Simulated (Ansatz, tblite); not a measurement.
Removing and adding an electron: `CN(C)c1cc2sc(-c3cc4sc(-c5cc6sc(-c7cc8sc(-c9cc%10sc(-c%11cc%12sc(C#N)cc%12s%11)cc%10s9)cc8s7)cc6s5)cc4s3)cc2s1`. Total charge 0; singlet. Geometry: PBE-D4/def2-SVP. Ansatz, gas phase; energy differences of separate SCF runs; the oxidised species was run as a doublet alone; the reduced species was run as a doublet alone.

The xTB rows come from tblite. Single mean-field runs in def2-SVP are fitted with def2-universal-jkfit.

(1) Estimate orbital energies and vertical ionisation energies and electron affinities at: GFN1-xTB; GFN2-xTB; PBE-D4/def2-SVP; PBE0-D4/def2-SVP.

Answers

(1) 
| level | −HOMO (eV) | vertical IE (eV) | −LUMO (eV) | vertical EA (eV) | HOMO–LUMO gap (eV) | IE − EA (eV) |
| --- | --- | --- | --- | --- | --- | --- |
| GFN1-xTB | 9.89 | 11.06 | 8.90 | 7.74 | 0.99 | 3.31 |
| GFN2-xTB | 9.47 | 10.63 | 8.56 | 7.47 | 0.90 | 3.16 |
| PBE-D4/def2-SVP | 4.21 | 5.36 | 3.15 | – | 1.06 | – |
| PBE0-D4/def2-SVP | 4.95 | 5.76 | 2.77 | 2.04 | 2.18 | 3.72 |

 Raw xTB energy differences between charge states are shifted by several eV; the methods need an empirical correction for them. Sets without diffuse functions give affinities that are too small.
